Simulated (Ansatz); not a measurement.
`[CH3][Ge]([CH3])([Cl])[Cl]` + `[CH3][Ge]([NH2])([F])[Cl]` → `[CH3][Ge]([NH2])([Cl])[Cl]` + `[CH3][Ge]([CH3])([F])[Cl]`  (redistribution)

Gas-phase electronic energies from Ansatz, PBE0-D4/def2-TZVP geometries. CBS: MP2 limit from def2 TZ/QZ plus the TZ coupled-cluster correction, frozen cores. Functionals use def2-TZVPP. For Ge outer-core shells are correlated without core-valence functions, which leaves a few kJ/mol of doubt a bond. Scalar relativity is left out up to krypton. Each species was taken in one conformer, which may not be the lowest.

`[CH3][Ge]([CH3])([Cl])[Cl]`:

Cartesian coordinates in Å:
```
C -0.117 -1.029 -1.354
Ge 0.531 -0.132 0.232
C -0.607 1.208 1.037
Cl 0.949 -1.634 1.724
Cl 2.416 0.800 -0.253
H -1.046 -1.553 -1.126
H -0.294 -0.297 -2.143
H 0.629 -1.748 -1.690
H -0.113 1.619 1.917
H -1.554 0.755 1.334
H -0.794 2.010 0.321
```

`[CH3][Ge]([NH2])([F])[Cl]`:

Z-matrix (Å, degrees):
```
C
Ge 1 1.923
H 1 1.089 2 109.3
H 1 1.090 2 109.9 3 -119.6
H 1 1.090 2 109.2 3 120.2
N 2 1.811 1 114.6 3 -176.4
F 2 1.731 1 110.4 3 -59.5
Cl 2 2.159 1 109.6 3 54.5
H 6 1.011 2 115.0 1 -65.0
H 6 1.011 2 113.7 1 168.2
```

`[CH3][Ge]([NH2])([Cl])[Cl]`:

Z-matrix (Å, degrees):
```
C
Ge 1 1.935
H 1 1.090 2 109.4
H 1 1.091 2 109.4 3 120.2
H 1 1.090 2 109.3 3 -119.9
N 2 1.813 1 120.4 3 -60.0
Cl 2 2.148 1 107.9 3 60.7
Cl 2 2.148 1 108.0 3 179.3
H 6 1.009 2 115.9 1 66.1
H 6 1.009 2 115.8 1 -66.6
```

`[CH3][Ge]([CH3])([F])[Cl]`:

```xyz
11

C     0.146    1.411    0.955
Ge    0.553   -0.090   -0.189
C    -0.873   -1.257   -0.763
F     1.286    0.558   -1.629
Cl    2.095   -1.274    0.736
H    -0.256    1.059    1.905
H     1.059    1.976    1.141
H    -0.586    2.058    0.470
H    -1.326   -1.747    0.099
H    -0.466   -2.015   -1.432
H    -1.632   -0.680   -1.292
```

```csv
species,B2PLYP energy (Eh)
`[CH3][Ge]([CH3])([Cl])[Cl]`,-3076.69953
`[CH3][Ge]([NH2])([F])[Cl]`,-2732.50806
`[CH3][Ge]([NH2])([Cl])[Cl]`,-3092.75571
`[CH3][Ge]([CH3])([F])[Cl]`,-2716.44805
```

(1) Work out ΔE.

Largest T1 diagnostic among the species: 0.010.

## Answers

(1) ΔE = (-3092.75571) + (-2716.44805) − (-3076.69953) − (-2732.50806) = 0.00383 Eh = +10.1 kJ/mol. CCSD(T)/CBS gives +9.2 kJ/mol.
